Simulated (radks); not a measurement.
All-electron atom: Nb in [Kr] 4d4 5s1. Method: Dirac Kohn-Sham, LDA (Slater exchange, Perdew-Wang correlation), spin-unpolarised, spherical densities, point nucleus; open shells fill j = l - 1/2 first; computed with a radial shooting solver on a logarithmic mesh with Libxc functionals.

Spin-orbit splittings of the eigenvalues, e(l+1/2) - e(l-1/2), with zeta = 2 splitting/(2l+1) and mean radii in bohr:

\begin{tabular}{lrrrrr}
shell & occ. & splitting (eV) & zeta (eV) & <r> j=l-1/2 & <r> j=l+1/2 \\ \hline
2p & 6 & 95.61 & 63.74 & 0.1347 & 0.1392 \\
3p & 6 & 15.51 & 10.34 & 0.4392 & 0.4498 \\
3d & 10 & 2.889 & 1.156 & 0.4313 & 0.4348 \\
4p & 6 & 2.133 & 1.422 & 1.281 & 1.314 \\
4d & 4 & 0.1545 & 0.06178 & 2.207 & 2.242 \\
\end{tabular}
